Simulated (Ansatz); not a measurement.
`C[O][Sn]([Cl])([Cl])[Cl]` + NH₃ → `[NH2][Sn]([Cl])([Cl])[Cl]` + CH₃OH at 500 K and 1 bar (ligand exchange at the Sn–O bond).

Computed with Ansatz on PBE0-D4/def2-TZVP structures; ΔE is electronic, products minus reactants. CCSD(T)/CBS is the MP2 limit (def2-TZVPP, def2-QZVPP) plus CCSD(T) − MP2 in def2-TZVPP, frozen cores. This one scheme is used for every species. Elements past krypton have def2 core potentials. For Sn outer-core shells are correlated without core-valence functions, which leaves a few kJ/mol of doubt a bond. Each species was taken in one conformer, which may not be the lowest.

```
                    species  CCSD(T)/CBS energy (Eh)  H − E (kJ/mol)  S (J/(mol·K))
 `C[O][Sn]([Cl])([Cl])[Cl]`              -1708.53518           174.0          499.2
                        NH₃                -56.50880           108.2          211.8
`[NH2][Sn]([Cl])([Cl])[Cl]`              -1649.42005           124.5          461.1
                      CH₃OH               -115.61712           157.0          265.4
```

H − E and S are ideal-gas, rigid-rotor, harmonic terms from PBE0-D4/def2-TZVP, for one conformer and one mirror image of each species. 1 Eh = 2625.50 kJ/mol, R = 8.31446 J/(mol·K).

Q: By hand: ΔE, ΔH, ΔS and ΔG.

A: ΔE = (-1649.42005) + (-115.61712) − (-1708.53518) − (-56.50880) = 0.00681 Eh = 17.9 kJ/mol. Δ(H − E) = 124.5 + 157.0 − 174.0 − 108.2 = -0.7, so ΔH = 17.2 kJ/mol. ΔS = 461.1 + 265.4 − 499.2 − 211.8 = 15.5 J/(mol·K). ΔG = 17.2 − 500 × (15.5)/1000 = 9.4 kJ/mol.

Q: By hand: the equilibrium constant, and the temperature at which ΔG would vanish if ΔH and ΔS stayed fixed.

A: log₁₀ K = −ΔG/(RT ln 10) = -1.0. ΔG = 0 at ΔH/ΔS = 1110 K, though so small a ΔS makes that figure unsure.

TΔS isn't small against ΔH here. A doubt of 5 kJ/mol in ΔE shifts log₁₀ K by 0.5 here. Other conformers and mirror images would add mixing entropy, several J/(mol·K) or more a flexible species. Modes under 60 cm⁻¹, often nearly free rotors, make the harmonic entropy too high. These are equilibria of isolated gas molecules and say nothing of rates. Largest T1 diagnostic: 0.012 (customary marks: 0.02 for closed shells, 0.045 for open ones).
